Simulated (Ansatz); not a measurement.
Cu2Au⁺. The state is a triplet with charge 1. Geometry PBE0-D4/def2-TZVP, that of the neutral doublet; atoms count from 1.

```xyz
3

Au    1.1452    0.9509   -0.2002
Cu   -0.1664   -1.1465   -0.7635
Cu   -0.9788    0.1956    0.9637
```

In the def2 sets Au takes a core potential; there is no spin–orbit coupling. At PBE0-D4/def2-TZVP a singlet of charge 1 lies 2.62 eV below the triplet at the same geometry. The structure comes from a short search, and lower isomers may exist.

(1) Estimate the Mulliken populations from the PBE0/def2-TZVP orbitals of Ansatz.

(2) Where does the spin sit?

(3) And the Mayer bond orders between bonded heavy atoms (over 0.3)?

## Answers

(1) 
```
atom  charge (e)  spin (α − β)  d electrons
 Au1        0.25          0.75         9.53
 Cu2        0.37          0.63         9.59
 Cu3        0.38          0.62         9.61
```
Mulliken values and Mayer orders depend strongly on the basis.

(2) Summed by element: Au 0.75, Cu 1.25, of 2 unpaired in all. Largest on single atoms: Au1 0.75, Cu2 0.63, Cu3 0.62.

(3) Au1–Cu2 0.60 (2.54 Å); Au1–Cu3 0.57 (2.54 Å); Cu2–Cu3 1.07 (2.33 Å).
